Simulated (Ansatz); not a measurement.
Geometry optimisation, RKS PBE-D4/def2-SVP in Ansatz.

Input:

```yaml
crystal:
  periodic: [false, false, false]
  atoms:
    - { symbol: Ge, position_ang: [0.0, 0.0, 0.0] }
    - { symbol: Ge, position_ang: [0.0, 0.0, 2.75] }
    - { symbol: H, position_ang: [-1.3958, -0.4318, 3.2674] }
    - { symbol: H, position_ang: [1.0719, -0.9929, 3.2674] }
    - { symbol: H, position_ang: [0.324, 1.4247, 3.2674] }
    - { symbol: H, position_ang: [1.4616, 0.0, -0.5162] }
    - { symbol: F, position_ang: [-0.7913, 1.3709, -0.5594] }
    - { symbol: H, position_ang: [-0.73, -1.2648, -0.5162] }
    - { symbol: O, position_ang: [-1.9644, 0.0063, 0.6527] }
    - { symbol: H, position_ang: [-2.5113, -0.6223, 0.0819] }
    - { symbol: H, position_ang: [-1.4712, 0.0047, 1.8309] }
basis:
  gaussian: { orbitals: def2-SVP }
hamiltonian:
  xc: pbe
  dispersion: d4
relax:
  f_tol: 0.15
  max_steps: 25
  restrain:
    - { distance: [0, 8], at: 2.97, k: 30.0 }
    - { distance: [10, 1], at: 2.75, k: 30.0 }
    - { distance: [0, 1], at: 2.4, k: 30.0 }
    - { distance: [10, 8], at: 1.01, k: 30.0 }
output:
  orbitals: {}
```

Run as:

```bash
$ ansatz run input.yaml --threads 4 --pin off --max-ram 5120MiB --backend cpu --events-out ev --progress --plain --runs-dir out
```

Question: Where does it end, and by what steps?

Answer: It converged. The restraints hold the end off the free minimum; the threshold counts their pulls, which the force column leaves out. Restrained pairs: Ge1–O9 (2.07 → 2.97 Å), Ge2–H11 (1.73 → 2.75 Å), Ge1–Ge2 (2.75 → 2.41 Å), O9–H11 (1.28 → 0.99 Å). After 9 steps the energy has fallen by 3.429 eV (the restraints' own energy left out); H11 moved furthest, 1.03 Å.

| step | energy less start (eV) | largest force component (eV/Å) | accepted |
| --- | --- | --- | --- |
| 0 | 0.0000 | 3.537 | yes |
| 1 | -1.2101 | 3.056 | yes |
| 2 | -1.7105 | 4.072 | yes |
| 3 | -2.1414 | 3.733 | yes |
| 4 | -2.9333 | 2.133 | yes |
| 5 | -3.3282 | 0.821 | yes |
| 6 | -3.3877 | 0.795 | yes |
| 7 | -3.3467 | 0.794 | no |
| 8 | -3.4162 | 0.724 | yes |
| 9 | -3.4286 | 0.603 | yes |

```xyz
11
Properties=species:S:1:pos:R:3
Ge 0.274 -0.010 0.131
Ge 0.153 0.007 2.537
H -1.190 -0.540 3.112
H 1.281 -0.893 3.118
H 0.346 1.442 3.083
H 1.775 -0.065 -0.294
F -0.284 1.517 -0.549
H -0.491 -1.176 -0.558
O -2.615 0.111 0.810
H -2.774 -0.749 0.377
H -2.483 -0.150 1.757
```

Time of the run: 14 s on 4 threads of Arm Neoverse V2 (shared host), peak memory 0.2 GiB.
